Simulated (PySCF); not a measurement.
Compound: C₇H₁₁N (charge -1 and doublet state).
SMILES with atom numbers: `[CH2:1]=[C:2]([CH3:3])[C@H:4]1[CH2:5][CH:6][N-:7][CH2:8]1` (hydrogens: H9, H10 on C1; H11, H12, H13 on C3; H14 on C4; H15, H16 on C5; H17 on C6; H18, H19 on C8)

Geometry (GFN2-xTB, Å), atoms numbered from 1 in this order:
```
atom  x, y, z in Å
C1     2.421   -0.130    0.332
C2     1.166   -0.137   -0.219
C3     0.993   -0.359   -1.691
C4    -0.046    0.078    0.598
C5    -1.021    1.215    0.169
C6    -2.282    0.760    0.824
N7    -2.310   -0.533    1.148
C8    -1.087   -1.095    0.652
H9     2.575    0.021    1.387
H10    3.305   -0.288   -0.267
H11    0.317   -1.198   -1.890
H12    1.952   -0.571   -2.165
H13    0.559    0.521   -2.183
H14    0.255    0.278    1.635
H15   -0.695    2.217    0.477
H16   -1.098    1.216   -0.931
H17   -3.040    1.433    1.201
H18   -0.755   -1.928    1.287
H19   -1.220   -1.492   -0.372
```

The hyperfine couplings belong to this conformer and change with its torsions.

Level of theory: UKS B3LYP, pcH-1 on C H N, non-relativistic, mean-field spin-orbit, GIAO in PySCF 2.14.0. Whether the extra electron is bound in the gas phase wasn't checked; a finite basis holds it in any case. The geometry wasn't refined by DFT: couplings that depend on bond lengths, twists or pyramidal angles can differ widely from those at the functional's own minimum, by a factor of two or more for some ions and for spin on atoms past the first row. The SCF solution wasn't tested for stability.

Principal values of hyperfine tensors in MHz (contact and dipolar terms together), for some of the nuclei:

```tsv
atom	isotope	A1	A2	A3
H16	1H	57.58	61.02	65.92
H19	1H	36.77	39.20	44.66
C6	13C	-2.25	-0.61	84.80
H17	1H	-30.98	-15.05	-1.16
H10	1H	-24.90	-14.34	-6.49
H9	1H	-23.59	-14.39	-6.87
C1	13C	-3.63	-2.93	50.47
H15	1H	10.83	11.44	17.05
```

**Question.** Split each tensor into its isotropic and traceless parts, and turn a_iso into mT with g = 2.0028.

**Answer.** a_iso = (A1 + A2 + A3)/3, Ti = Ai − a_iso; 1 mT corresponds to 28.031 MHz.

```csv
atom,a_iso (MHz),a_iso (mT),T1,T2,T3
H16,61.51,2.194,-3.93,-0.48,4.41
H19,40.21,1.435,-3.44,-1.01,4.45
C6,27.32,0.974,-29.56,-27.93,57.49
H17,-15.73,-0.561,-15.25,0.68,14.57
H10,-15.24,-0.544,-9.66,0.90,8.76
H9,-14.95,-0.533,-8.64,0.56,8.08
C1,14.64,0.522,-18.26,-17.57,35.83
H15,13.11,0.468,-2.27,-1.66,3.94
```

**Question.** What spin density at the nucleus of C1 lies behind its contact coupling (g_N = 1.40482)?

**Answer.** a_FC = 800.24 MHz bohr³ × g_N × ρ(0)/(2S). With a_FC = 14.64 MHz and 2S = 1, ρ(0) = 0.01302 bohr⁻³.

**Question.** N7 (14N, g_N = 0.40376) isn't in the table. Its spin density at the nucleus is 0.03207 bohr⁻³. What is its contact coupling?

**Answer.** By the same relation, a_FC = 10.36 MHz. Its full tensor has the principal values -3.97, -2.99, 38.05 MHz.

**Question.** Name the largest traceless tensor T of the table and describe it.

**Answer.** C6: -29.6, -27.9, 57.5 MHz, nearly axial, close to the ratio −1:−1:+2, the form that spin in one p orbital centred on that nucleus gives.

**Question.** What first-order splitting does H16 cause when the field lies along A1, A2 or A3 of its tensor (g taken as isotropic, no quadrupole term)?

**Answer.** 2 lines (I = 1/2), spaced by |A_i|/(g × 13.996): 2.05, 2.18, 2.35 mT along the axes of A1, A2 and A3.
